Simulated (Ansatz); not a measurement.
Consider the isomerisation: `C=CCCC(=O)OCC` → `CC(C)(C)C(=O)CC=O`.

Isolated molecules relaxed with PBE0-D4/def2-TZVP in Ansatz; ΔE leaves out vibrations. CCSD(T)/CBS adds triple-zeta CCSD(T) − MP2 to the extrapolated MP2 energy (def2 sets, frozen cores). DFT in def2-TZVPP. Each species was taken in one conformer, which may not be the lowest.

```
             level  ΔE (eV)
           r2SCANh     0.05
RPA@PBE/def2-TZVPP    -0.06
```

Question: What does CCSD(T)/CBS give? (Best estimate.)

Answer: The calculation gave: -0.01 eV. The listed levels differ from it by 0.06, -0.05 eV.

Largest T1 diagnostic among the species: 0.014.

The D4 term adds −0.12 eV with B3LYP and −0.07 eV with PBE0; it sums over pairs of atoms, weighted by their polarisabilities, and B3LYP, whose exchange is more repulsive, gets the larger term. Leaving LDA and LC-ωPBE aside and taking each functional with its dispersion term where it has one, the values, not all of them listed here, spread over 0.19 eV, from revPBE-D4 to BHLYP-D4.

B3LYP here is the variant with VWN-RPA as its local correlation; programs differ in this.
